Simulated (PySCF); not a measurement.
PySCF 2.14 output of an unrestricted PBE0 calculation on a single atom or ion in aug-cc-pV5Z (7s6p5d4f3g2h, 127 functions), with no relativity, point nucleus:

```
SCF conv_tol = 1e-09
number electrons alpha = 2  beta = 1
    C. Adamo and V. Barone.,  J. Chem. Phys. 110, 6158 (1999)
    M. Ernzerhof and G. E. Scuseria.,  J. Chem. Phys. 110, 5029 (1999)
cycle= 1 E= -14.1751454261694  delta_E= -0.0012  |g|= 0.00524  |ddm|= 0.851
cycle= 2 E= -14.1751553833426  delta_E= -9.96e-06  |g|= 0.000541  |ddm|= 0.0557
cycle= 3 E= -14.1751555515614  delta_E= -1.68e-07  |g|= 6.44e-05  |ddm|= 0.00262
cycle= 4 E= -14.1751555536956  delta_E= -2.13e-09  |g|= 4.28e-06  |ddm|= 0.000431
cycle= 5 E= -14.1751555537041  delta_E= -8.48e-12  |g|= 1.45e-07  |ddm|= 2.37e-05
converged SCF energy = -14.1751555537041  <S^2> = 0.75001932  2S+1 = 2.0000193
```

The run itself started from symmetry-adapted Hartree-Fock orbitals and held the occupation by maximum overlap, on a logarithmic radial grid, so the iterations belong to that start.

**Question.** Which element, charge and spin multiplicity is this?

**Answer.** Be⁺ (beryllium, charge +1), multiplicity 2; the state was [He] 2p1, 2P determinant (an excited configuration).
